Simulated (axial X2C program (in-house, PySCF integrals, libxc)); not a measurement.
**Ω levels of IGdI from open-shell CI on f7 s1**

Computed with an in-house all-electron X2C program for linear molecules (integrals from PySCF): two-component X2C with atomic mean-field Coulomb and Gaunt terms, basis I dyall-v3z, Gd dyall-v3z (cores contracted in-house). Orbitals come from Hartree–Fock averaged over the configuration Gd f7 s1; CI then distributes these electrons over the f, s shells of Gd.

I–Gd–I held linear, both bonds 2.929 Å (near the minimum of the configuration average).

Lowest levels of this model:

| Ω | energy (cm⁻¹) | g∥ | configuration |
| --- | --- | --- | --- |
| 0 | 0 | 0.00 | 100% f7 s1 |
| 1 | 0 | 3.99 | 100% f7 s1 |
| 2 | 1 | 7.99 | 100% f7 s1 |
| 3 | 2 | 11.98 | 100% f7 s1 |
| 4 | 4 | 15.97 | 100% f7 s1 |
| 3 | 5243 | 11.98 | 100% f7 s1 |
| 2 | 5270 | 7.99 | 100% f7 s1 |
| 1 | 5286 | 3.99 | 100% f7 s1 |
| 0 | 5291 | 0.00 | 100% f7 s1 |

g∥ is the magnitude of 2⟨Lz + ge Sz⟩ for the +Ω component.

This point took 11 s on 1 thread of Intel(R) Xeon(R) Platinum 8375C CPU @ 2.90GHz (Ice Lake), on a shared host.

Dynamic correlation is missing, so gaps between terms are too wide and other configurations may lie lower; the lowest level listed is that of this model, not necessarily the ground state. At most 4 roots were kept for each Ω > 0 (twice that for Ω = 0) within 2.2 eV of the lowest, so higher up levels can be missing between those listed; levels with Ω > 0 are doubly degenerate and listed once, Ω = 0 levels singly. The molecule was held linear; bending was not examined.
